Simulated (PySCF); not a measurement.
O⁶⁺: ionisation energy

O⁶⁺ 1s2 (1S) → O⁷⁺ 1s1 (2S), as a difference of total energies. Computed with PySCF 2.14 in an uncontracted even-tempered set (17 s from 2.2 bohr⁻², ratio 2.2; 7 p from 3.6 bohr⁻², ratio 2.4; 4 d from 11 bohr⁻², ratio 2.4; 3 f from 16 bohr⁻², ratio 2.4; 3 g from 24 bohr⁻², ratio 2.4), with scalar relativity by spin-free X2C-1e. Correlated levels: nothing frozen; virtual orbitals above 40 to 60 times the deepest correlated orbital energy dropped. The calculations carry no spin-orbit coupling.

```tsv
method	ionisation energy (eV)
UHF	738.23
MP2 (all electrons)	739.42
SCS-MP2 (all electrons)	739.66
CCSD (all electrons)	739.46
```

Q: How much does correlation contribute at MP2 (all electrons)?

A: 739.42 − (738.23) = 1.19 eV, measured against UHF.

With two correlated electrons CCSD is exact in that space.

For comparison: 739.33 eV (theoretical estimate listed by NIST; NIST Atomic Spectra Database, ionization energies).
